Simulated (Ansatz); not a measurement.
Ansatz (a quantum-chemistry and plane-wave program) input:

Ansatz 0.2 input:
```yaml
crystal:
  periodic: [false, false, false]
  atoms:
    - {symbol: C, position_ang: [-2.34373969, 1.27802714, -0.22480489]}
    - {symbol: C, position_ang: [-1.69128247, -0.05558372, -0.59912531]}
    - {symbol: Ge, position_ang: [0.06160087, -0.29455830, 0.21879822]}
    - {symbol: F, position_ang: [0.65769326, -1.87594510, -0.24236367]}
    - {symbol: F, position_ang: [-0.17704947, -0.42236050, 1.94954756]}
    - {symbol: C, position_ang: [1.49646626, 0.98714093, -0.09283640]}
    - {symbol: C, position_ang: [1.83643576, 1.14775991, -1.57707236]}
    - {symbol: H, position_ang: [-3.32794345, 1.37281622, -0.68706613]}
    - {symbol: H, position_ang: [-1.74441683, 2.12841997, -0.55728587]}
    - {symbol: H, position_ang: [-2.47499009, 1.36698016, 0.85456931]}
    - {symbol: H, position_ang: [-2.30159942, -0.90096040, -0.27733152]}
    - {symbol: H, position_ang: [-1.56413512, -0.14665458, -1.67987134]}
    - {symbol: H, position_ang: [1.18971437, 1.93703105, 0.34997777]}
    - {symbol: H, position_ang: [2.35760163, 0.63317332, 0.47624406]}
    - {symbol: H, position_ang: [0.98229567, 1.51583253, -2.14966884]}
    - {symbol: H, position_ang: [2.14735383, 0.19968582, -2.01829050]}
    - {symbol: H, position_ang: [2.65181851, 1.86022620, -1.71444129]}
basis:
  gaussian:
    orbitals: 6-31G*
magnetization: {spin_polarized: false}
correlation: {method: ccsd_t, electrons: outside_noble_gas}
```

Predict the final energy.

-2432.39094 Eh (CCSD(T)/6-31G*).
